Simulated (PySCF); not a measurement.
PySCF input file for CH₇ClOSi₂, SMILES [SiH3]CO[SiH2]Cl, TDA-PBE/def2-SVPD. Coordinates come from a PBE0-D3(BJ)/def2-SVP optimisation. The structure was generated by enumeration, and PubChem lists no compound with its InChIKey, so it may never have been made. The values are those of a single conformer.

```python
import numpy as np
from pyscf import gto, scf, dft, tdscf

mol = gto.M(
    atom='''
    Si   -2.52740295    0.78965490   -0.29487081
    C    -0.92751256    0.11413228   -1.07212451
    O    -0.36471538   -0.91856519   -0.28119309
    Si    0.80342847   -0.73510446    0.86986160
    Cl    2.42779294    0.25694035    0.05378165
    H    -3.09022618    1.86036213   -1.17376108
    H    -2.23004147    1.36061256    1.05338290
    H    -3.52244321   -0.31254380   -0.14673887
    H    -1.15483036   -0.30432694   -2.06719147
    H    -0.20365848    0.93289373   -1.24359112
    H     1.20733614   -2.09898867    1.28050821
    H     0.33982448    0.09402661    2.01552378
    ''',
    basis='def2-SVPD',
    charge=0,
    spin=0,
    max_memory=1600,
    verbose=4,
)
mf = dft.RKS(mol, xc='pbe').density_fit(auxbasis='def2-universal-jkfit')
mf.grids.level = 3
mf.conv_tol = 1e-9
mf.max_cycle = 100
mf.kernel()
mf.grids = dft.Grids(mol).set(level=1).build(with_non0tab=True)  # coarser grid for the response kernel
td = tdscf.TDA(mf)
td.singlet = True
td.nstates = 10
td.conv_tol = 1e-4
td.positive_eig_threshold = 1e-6
td.kernel(x0=td.get_init_guess(mf, 15))
td.analyze()
tt = tdscf.TDA(mf)
tt.singlet = False
tt.nstates = 4
tt.conv_tol = 1e-4
tt.positive_eig_threshold = 1e-6
tt.kernel(x0=tt.get_init_guess(mf, 9))
tt.analyze(verbose=3)
```

Log of the run:

```
PySCF version 2.14.0

[INPUT] verbose = 4
[INPUT] num. atoms = 12
[INPUT] num. electrons = 66
[INPUT] charge = 0
[INPUT] spin (= nelec alpha-beta = 2S) = 0
[INPUT] symmetry False subgroup None
[INPUT] Mole.unit = angstrom
[INPUT] Symbol           X                Y                Z      unit          X                Y                Z       unit  Magmom
[INPUT]  1 Si    -2.527402950000   0.789654900000  -0.294870810000 AA   -4.776099381918   1.492231493921  -0.557225073029 Bohr   0.0
[INPUT]  2 C     -0.927512560000   0.114132280000  -1.072124510000 AA   -1.752744715494   0.215678751172  -2.026021695334 Bohr   0.0
[INPUT]  3 O     -0.364715380000  -0.918565190000  -0.281193090000 AA   -0.689212181617  -1.735836636659  -0.531377928220 Bohr   0.0
[INPUT]  4 Si     0.803428470000  -0.735104460000   0.869861600000 AA    1.518259768978  -1.389146102346   1.643800190276 Bohr   0.0
[INPUT]  5 Cl     2.427792940000   0.256940350000   0.053781650000 AA    4.587863743753   0.485546891850   0.101632589027 Bohr   0.0
[INPUT]  6 H     -3.090226180000   1.860362130000  -1.173761080000 AA   -5.839681143161   3.515574918213  -2.218086976874 Bohr   0.0
[INPUT]  7 H     -2.230041470000   1.360612560000   1.053382900000 AA   -4.214167624722   2.571185100043   1.990605185300 Bohr   0.0
[INPUT]  8 H     -3.522443210000  -0.312543800000  -0.146738870000 AA   -6.656452956234  -0.590622183931  -0.277296276128 Bohr   0.0
[INPUT]  9 H     -1.154830360000  -0.304326940000  -2.067191470000 AA   -2.182313100733  -0.575094568927  -3.906425725337 Bohr   0.0
[INPUT] 10 H     -0.203658480000   0.932893730000  -1.243591120000 AA   -0.384858750145   1.762913653024  -2.350046627741 Bohr   0.0
[INPUT] 11 H      1.207336140000  -2.098988670000   1.280508210000 AA    2.281534644890  -3.966513724865   2.419809817157 Bohr   0.0
[INPUT] 12 H      0.339824480000   0.094026610000   2.015523780000 AA    0.642175197623   0.177684541321   3.808787941748 Bohr   0.0

nuclear repulsion = 352.423202692074
number of shells = 76
number of NR pGTOs = 262
number of NR cGTOs = 174
basis = def2-SVPD
ecp = {}


[settings echo left out]
init E= -1155.86843720753
  HOMO = -0.320264895349149  LUMO = -0.0606161930276632  gap/eV = 7.06540
cycle= 1 E= -1155.65261159772  delta_E= 0.216  |g|= 0.705  |ddm|= 4.24
  HOMO = -0.119070622546519  LUMO = -0.0166940050010922  gap/eV = 2.78581
cycle= 2 E= -1155.06232133016  delta_E= 0.59  |g|= 1.81  |ddm|= 2.41
  HOMO = -0.253047657751408  LUMO = -0.0276014405855047  gap/eV = 6.13470
cycle= 3 E= -1155.74718186412  delta_E= -0.685  |g|= 0.172  |ddm|= 1.88
  HOMO = -0.241971349914206  LUMO = -0.0263528714273148  gap/eV = 5.86728
cycle= 4 E= -1155.75318062634  delta_E= -0.006  |g|= 0.0893  |ddm|= 0.376
  HOMO = -0.245031788367424  LUMO = -0.0294787842672894  gap/eV = 5.86550
cycle= 5 E= -1155.75534013667  delta_E= -0.00216  |g|= 0.0201  |ddm|= 0.152
  HOMO = -0.245019948773304  LUMO = -0.0282209267359259  gap/eV = 5.89940
cycle= 6 E= -1155.75546861893  delta_E= -0.000128  |g|= 0.00429  |ddm|= 0.0353
  HOMO = -0.245020618971084  LUMO = -0.0283223249377302  gap/eV = 5.89666
cycle= 7 E= -1155.7554732597  delta_E= -4.64e-06  |g|= 0.00114  |ddm|= 0.00705
  HOMO = -0.245123350373123  LUMO = -0.0283269503154533  gap/eV = 5.89933
cycle= 8 E= -1155.75547360403  delta_E= -3.44e-07  |g|= 0.000435  |ddm|= 0.00193
  HOMO = -0.245109698778604  LUMO = -0.0283172050142215  gap/eV = 5.89922
cycle= 9 E= -1155.7554736498  delta_E= -4.58e-08  |g|= 6.95e-05  |ddm|= 0.000578
  HOMO = -0.245122738754431  LUMO = -0.028324455439102  gap/eV = 5.89938
cycle= 10 E= -1155.75547365121  delta_E= -1.41e-09  |g|= 2.56e-05  |ddm|= 0.000158
  HOMO = -0.24512030591586  LUMO = -0.0283229366344497  gap/eV = 5.89936
cycle= 11 E= -1155.75547365141  delta_E= -1.97e-10  |g|= 6.3e-06  |ddm|= 4.68e-05
  HOMO = -0.245119501569147  LUMO = -0.0283226657873894  gap/eV = 5.89934
Extra cycle  E= -1155.7554736514  delta_E= 9.78e-12  |g|= 9.43e-06  |ddm|= 2.05e-05
converged SCF energy = -1155.7554736514
tot grids = 46808
Overwritten attributes  positive_eig_threshold  of <class 'pyscf.tdscf.rks.TDA'>


******** <class 'pyscf.tdscf.rks.TDA'> for <class 'pyscf.df.df_jk.DFRKS'> ********
nstates = 10 singlet
deg_eia_thresh = 1.000e-03
wfnsym = None
conv_tol = 0.0001
eigh lindep = 1e-12
eigh level_shift = 0
eigh max_cycle = 100


Excitation energies (eV)
[6.02126525 6.10141434 6.4891603  6.82472681 6.9216075  6.94207349
 7.03433991 7.19997037 7.23297105 7.2452015 ]

** Singlet excitation energies and oscillator strengths **
Excited State   1:      6.02127 eV    205.91 nm  f=0.0025
      33 -> 34        0.68804
      33 -> 35        0.12825
Excited State   2:      6.10141 eV    203.21 nm  f=0.0197
      33 -> 34        0.12609
      33 -> 35       -0.68982
Excited State   3:      6.48916 eV    191.06 nm  f=0.0288
      33 -> 36       -0.69046
Excited State   4:      6.82473 eV    181.67 nm  f=0.0059
      32 -> 34        0.68808
      32 -> 35        0.13379
Excited State   5:      6.92161 eV    179.13 nm  f=0.0794
      32 -> 35       -0.14616
      33 -> 37        0.66701
      33 -> 39       -0.10492
Excited State   6:      6.94207 eV    178.60 nm  f=0.0113
      32 -> 34       -0.13173
      32 -> 35        0.65650
      33 -> 37        0.14207
      33 -> 38        0.12938
Excited State   7:      7.03434 eV    176.26 nm  f=0.0118
      32 -> 35       -0.11014
      33 -> 38        0.68444
Excited State   8:      7.19997 eV    172.20 nm  f=0.0644
      33 -> 39        0.67700
Excited State   9:      7.23297 eV    171.42 nm  f=0.0065
      31 -> 34        0.29229
      32 -> 36       -0.22643
      33 -> 40       -0.58908
Excited State  10:      7.24520 eV    171.13 nm  f=0.0018
      31 -> 34       -0.41468
      32 -> 36        0.42144
      33 -> 40       -0.36784

** Transition electric dipole moments (AU) **
state          X           Y           Z        Dip. S.      Osc.
  1         0.1135     -0.0586     -0.0250      0.0169      0.0025
  2         0.2924     -0.0657      0.2053      0.1320      0.0197
  3        -0.3492      0.1868      0.1550      0.1809      0.0288
  4         0.1841     -0.0349      0.0106      0.0352      0.0059
  5         0.6114     -0.2195     -0.2151      0.4682      0.0794
  6         0.2143     -0.0143      0.1433      0.0667      0.0113
  7        -0.1787      0.0002     -0.1910      0.0684      0.0118
  8         0.5548     -0.2323      0.0597      0.3653      0.0644
  9        -0.1575      0.1088     -0.0030      0.0366      0.0065
 10         0.0137      0.0764     -0.0635      0.0101      0.0018

** Transition velocity dipole moments (imaginary part, AU) **
state          X           Y           Z        Dip. S.      Osc.
  1         0.0078     -0.0186      0.0091      0.0005      0.0015
  2         0.0484     -0.0202      0.0266      0.0035      0.0103
  3        -0.0646      0.0274      0.0507      0.0075      0.0210
  4         0.0398     -0.0030      0.0029      0.0016      0.0043
  5         0.1345     -0.0552     -0.0373      0.0225      0.0591
  6         0.0399     -0.0009      0.0348      0.0028      0.0073
  7        -0.0373     -0.0159     -0.0242      0.0022      0.0058
  8         0.1320     -0.0454      0.0056      0.0195      0.0492
  9        -0.0440      0.0122     -0.0115      0.0022      0.0056
 10        -0.0105      0.0005     -0.0235      0.0007      0.0017

** Transition magnetic dipole moments (imaginary part, AU) **
state          X           Y           Z
  1         0.0937     -0.2190      0.3515
  2         0.3805     -0.2370     -0.1453
  3        -0.1198     -0.1321      0.1024
  4        -0.4361     -0.6983      0.3086
  5         0.6710      0.7731      0.1886
  6        -0.1168      0.0370     -0.8115
  7        -0.1491      0.1033      0.1708
  8         0.0531      0.3187     -0.4459
  9        -0.1690      0.1645     -0.1251
 10         0.2023     -0.1584     -0.0844


******** <class 'pyscf.tdscf.rks.TDA'> for <class 'pyscf.df.df_jk.DFRKS'> ********
nstates = 4 triplet
deg_eia_thresh = 1.000e-03
wfnsym = None
conv_tol = 0.0001
eigh lindep = 1e-12
eigh level_shift = 0
eigh max_cycle = 100


Excitation energies (eV)
[5.7409822  5.90265356 6.18426455 6.59617901]

** Triplet excitation energies and oscillator strengths **
Excited State   1:      5.74098 eV    215.96 nm  f=0.0000
Excited State   2:      5.90265 eV    210.05 nm  f=0.0000
Excited State   3:      6.18426 eV    200.48 nm  f=0.0000
Excited State   4:      6.59618 eV    187.96 nm  f=0.0000
```

The calculation finished and met its thresholds.

Cost: around 90 core-seconds (rough).
